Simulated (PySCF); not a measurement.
BrClSi, neutral, multiplicity 1. Atoms are numbered in the order given.

```xyz
3

Si     1.0208     0.6420     0.0000
Cl    -0.4798     2.0759     0.0000
Br    -0.1752    -1.2651     0.0000
```

Geometry optimised at PBE0-D3(BJ)/def2-TZVP.

Method: TDDFT-M06-2X/def2-SVPD in PySCF.

Vertical excitations. Gas-phase values at a fixed geometry. State labels are in the subgroup Cs.

Computed excitation energies, oscillator strengths and character:
```json
[
 {"state": "S1", "symmetry": "A\"", "energy (eV)": "3.48", "λ (nm)": "356", "f": "0.018", "main pairs": "HOMO→LUMO 101 %"},
 {"state": "S2", "symmetry": "A\"", "energy (eV)": "4.55", "λ (nm)": "273", "f": "0.000", "main pairs": "HOMO−1→LUMO 99 %"},
 {"state": "S3", "symmetry": "A'", "energy (eV)": "5.34", "λ (nm)": "232", "f": "0.024", "main pairs": "HOMO−2→LUMO 90 %"},
 {"state": "S4", "symmetry": "A\"", "energy (eV)": "6.18", "λ (nm)": "201", "f": "0.006", "main pairs": "HOMO−4→LUMO 98 %"},
 {"state": "S5", "symmetry": "A'", "energy (eV)": "6.21", "λ (nm)": "200", "f": "0.095", "main pairs": "HOMO→LUMO+2 48 %, HOMO→LUMO+1 25 %, HOMO−3→LUMO 20 %"},
 {"state": "S6", "symmetry": "A'", "energy (eV)": "6.54", "λ (nm)": "190", "f": "0.226", "main pairs": "HOMO→LUMO+1 55 %, HOMO−3→LUMO 18 %, HOMO→LUMO+2 11 %"},
 {"state": "S7", "symmetry": "A'", "energy (eV)": "6.70", "λ (nm)": "185", "f": "0.124", "main pairs": "HOMO−3→LUMO 54 %, HOMO→LUMO+2 29 %"},
 {"state": "S8", "symmetry": "A\"", "energy (eV)": "6.93", "λ (nm)": "179", "f": "0.001", "main pairs": "HOMO−5→LUMO 95 %"},
 {"state": "S9", "symmetry": "A'", "energy (eV)": "7.23", "λ (nm)": "171", "f": "0.128", "main pairs": "HOMO−1→LUMO+1 77 %"},
 {"state": "S10", "symmetry": "A'", "energy (eV)": "7.37", "λ (nm)": "168", "f": "0.007", "main pairs": "HOMO→LUMO+3 79 %"},
 {"state": "T1", "symmetry": "A\"", "energy (eV)": "2.32", "λ (nm)": "534", "f": "0", "main pairs": "HOMO→LUMO 97 %"},
 {"state": "T2", "symmetry": "A\"", "energy (eV)": "4.45", "λ (nm)": "279", "f": "0", "main pairs": "HOMO−1→LUMO 98 %"},
 {"state": "T3", "symmetry": "A'", "energy (eV)": "4.63", "λ (nm)": "268", "f": "0", "main pairs": "HOMO−2→LUMO 98 %"},
 {"state": "T4", "symmetry": "A'", "energy (eV)": "5.22", "λ (nm)": "238", "f": "0", "main pairs": "HOMO→LUMO+1 82 %"}
]
```
Triplets are in the Tamm–Dancoff approximation, which puts them higher than full response would, so one can lie above its singlet here.
